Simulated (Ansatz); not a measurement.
`CC(C)(C)[CH2][In]([Cl])[Cl]`. Total charge 0; spin multiplicity 1. In: def2 effective core potential. Geometry: relaxed with PBE0-D4/def2-TZVP. It is one conformer, not always the lowest.

```xyz
19

C     1.314   -1.464   -0.328
C     0.265   -0.422    0.071
C     0.651    0.188    1.415
C    -1.097   -1.099    0.183
C     0.238    0.653   -1.014
In   -1.166    2.246   -0.714
Cl   -1.441    3.974   -2.253
Cl   -2.608    2.553    1.091
H     1.066   -1.924   -1.289
H     1.372   -2.259    0.420
H     2.305   -1.011   -0.416
H     0.736   -0.586    2.182
H    -0.101    0.905    1.761
H     1.614    0.703    1.352
H    -1.408   -1.520   -0.777
H    -1.868   -0.397    0.518
H    -1.067   -1.914    0.910
H    -0.014    0.231   -1.992
H     1.211    1.142   -1.119
```

**Question.** What is the dipole moment at r2SCAN/def2-TZVPP? (An estimate is asked.)

**Answer.** Ansatz gave: 4.60 D, with components (2.76, -3.68, -0.01) D in this frame, pointing from negative to positive charge.

**Question.** And with PBE, B3LYP, ωB97M-V? (Best estimate.)

**Answer.** Ansatz gave: PBE 4.46 D, B3LYP 4.53 D, ωB97M-V 4.40 D.

**Question.** Give the Mulliken charges with r2SCAN, PBE, ωB97M-V in def2-TZVPP. (Estimate.)

**Answer.** Ansatz gave: 
| atom | r2SCAN | PBE | ωB97M-V |
| --- | --- | --- | --- |
| C1 | -0.22 | -0.27 | -0.31 |
| C2 | 0.39 | 0.25 | -0.02 |
| C3 | -0.23 | -0.28 | -0.32 |
| C4 | -0.24 | -0.28 | -0.32 |
| C5 | -0.41 | -0.38 | -0.47 |
| In6 | 0.78 | 0.71 | 0.74 |
| Cl7 | -0.39 | -0.36 | -0.34 |
| Cl8 | -0.38 | -0.35 | -0.34 |
| H9 | 0.05 | 0.08 | 0.11 |
| H10 | 0.05 | 0.08 | 0.11 |
| H11 | 0.05 | 0.08 | 0.11 |
| H12 | 0.05 | 0.08 | 0.12 |
| H13 | 0.06 | 0.09 | 0.12 |
| H14 | 0.05 | 0.08 | 0.12 |
| H15 | 0.05 | 0.08 | 0.12 |
| H16 | 0.06 | 0.08 | 0.12 |
| H17 | 0.05 | 0.08 | 0.12 |
| H18 | 0.11 | 0.12 | 0.17 |
| H19 | 0.11 | 0.12 | 0.17 |

B3LYP here is the variant with VWN-RPA as its local correlation; programs differ in this.
